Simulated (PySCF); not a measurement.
**TDDFT excited states: C5H6F2O**

Compound: C5H6F2O.
InChI=1S/C5H6F2O/c1-3(4(2)6)5(7)8/h1-2H3/b4-3-

Computed with PySCF 2.14.0, density-fitted response routines, TDDFT PBE0/def2-SVPD, vertical, gas phase, core orbitals frozen in the response. The structure is a single GFN2-xTB conformer in the gas phase; no vibrational or solvent corrections. Torsions of this conformer, `[CH3:1]/[C:2]([F:3])=[C:4](\[CH3:5])[C:6](=[O:7])[F:8]`: C2–C4–C6–O7 180°.

```tsv
state	λ (nm)	E (eV)	f	main configurations (H = HOMO, L = LUMO)
S1	234.1	5.30	0.0001	H-1→L (97%)
S2	215.1	5.76	0.388	H→L (96%)
S3	178.4	6.95	0.0010	H→L+1 (97%)
S4	172.7	7.18	0.0018	H-2→L (97%)
S5	156.1	7.94	0.0004	H-4→L (95%)
S6	155.1	7.99	0.018	H→L+3 (83%)
S7	154.2	8.04	0.055	H-3→L (88%)
S8	152.6	8.12	0.0018	H→L+2 (87%), H→L+3 (9%)
```

Triplets, Tamm–Dancoff:

```tsv
state	E (eV)	λ (nm)	main configurations (H = HOMO, L = LUMO)
T1	3.46	358.3	H→L (96%)
T2	4.82	257.0	H-1→L (94%)
T3	6.21	199.8	H-3→L (80%)
```

The lowest singlet lies at 5.30 eV (234 nm, ultraviolet) and is dark (f under 0.0005); its leading configuration is HOMO-1→LUMO (97%). The strongest level in the table is S2 at 5.76 eV (215 nm, f = 0.388). Löwdin shares by element: HOMO carbon 55% or more, fluorine 11% or more, oxygen 9% (atoms not listed hold the other 25%); LUMO carbon 59% or more, oxygen 18% (atoms not listed hold the other 23%). The listed states span 2.83 eV, and the widest gap between neighbours is 1.19 eV (S2 to S3). The oscillator strengths of these states sum to 0.465; summed over the whole spectrum of an exact calculation they would give the number of electrons, 62 (Thomas–Reiche–Kuhn). Of the 8 states listed, 3 reach f = 0.01 and 2 stay under 0.0005. Only the lowest 8 singlets were computed, as vertical energies without vibronic structure.
